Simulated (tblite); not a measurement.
Compound: C₇H₉OP.
SMILES with atom numbers: `[CH:1]#[C:2][P@@:3](=[O:4])([CH:5]=[CH2:6])[CH:7]1[CH2:8][CH2:9]1` (hydrogens: H10 on C1; H11 on C5; H12, H13 on C6; H14 on C7; H15, H16 on C8; H17, H18 on C9)

Computed with GFN2-xTB (tblite), gas phase: L-BFGS steps from a force-field or distance-geometry start until the largest atomic force falls under 0.01 eV/Å.

Geometry at step 3:
```
atom  x, y, z in Å
C1      0.9224    3.2445    0.2876
C2      0.7874    2.0533    0.0729
P3      0.5408    0.3627   -0.3425
O4      0.5807    0.2101   -1.8261
C5      1.7096   -0.5447    0.7584
C6      2.4771   -1.5632    0.3657
C7     -1.0861   -0.1029    0.2791
C8     -1.8016   -1.2623   -0.3528
C9     -2.2612    0.1267   -0.6240
H10     1.0209    4.2635    0.4773
H11     1.7320   -0.2064    1.7884
H12     2.4585   -1.9082   -0.6491
H13     3.1316   -2.0428    1.0660
H14    -1.2246    0.0582    1.3333
H15    -1.3228   -1.7955   -1.1620
H16    -2.4042   -1.8862    0.2948
H17    -2.0890    0.5385   -1.6107
H18    -3.1803    0.4610   -0.1679
```

Task: Give the atomic forces at this geometry.

Result: 
| atom | Fx (eV/Å) | Fy (eV/Å) | Fz (eV/Å) |
| --- | --- | --- | --- |
| C1 | -0.277 | -2.081 | -0.371 |
| C2 | 0.170 | 1.951 | 0.781 |
| P3 | 0.125 | -0.610 | -1.894 |
| O4 | 0.461 | -0.254 | 1.372 |
| C5 | 0.235 | -0.256 | -0.473 |
| C6 | -0.677 | 0.885 | 0.223 |
| C7 | -0.222 | 0.103 | 0.226 |
| C8 | 0.009 | -0.047 | -0.030 |
| C9 | -0.124 | 0.073 | -0.052 |
| H10 | 0.086 | 0.390 | 0.044 |
| H11 | -0.068 | 0.059 | -0.112 |
| H12 | 0.042 | -0.049 | -0.168 |
| H13 | 0.147 | -0.222 | 0.026 |
| H14 | -0.111 | 0.004 | 0.288 |
| H15 | 0.084 | 0.058 | 0.066 |
| H16 | 0.069 | -0.001 | -0.047 |
| H17 | 0.109 | -0.052 | 0.116 |
| H18 | -0.057 | 0.049 | 0.004 |

The largest, 2.13 eV/Å, acts on C1 (C2 within 3 % of it); the rms over all components is 0.567 eV/Å. The forces sum to zero within rounding, as they must for an isolated molecule in no field.

Task: Give the force on C1 in Eh/bohr and in nN.

Result: 2.132 eV/Å ÷ 51.422 = 0.04146 Eh/bohr, and 2.132 eV/Å × 1.602 = 3.42 nN.

Task: How far is this geometry from the end of the optimisation?

Result: 0.186 eV above it, and 0.149 Å rms away after alignment. The bonds farthest from their final lengths, with half the difference of the two atoms' forces along the bond (positive lengthens):

```
 bond  now (Å)  final (Å)  force along bond (eV/Å)
P3–C5    1.844      1.813                    +0.37
P3=O4    1.492      1.464                    -1.64
C2–P3    1.758      1.780                    +1.55
C1≡C2    1.218      1.201                    -2.10
P3–C7    1.803      1.819                    +0.43
C5=C6    1.334      1.322                    -0.80
```

The angle farthest from its final value is O4–P3–C5, 121.8° against 115.0°.

Of the 6 listed bonds off by 0.010 Å or more, this force points towards the final length in 5.
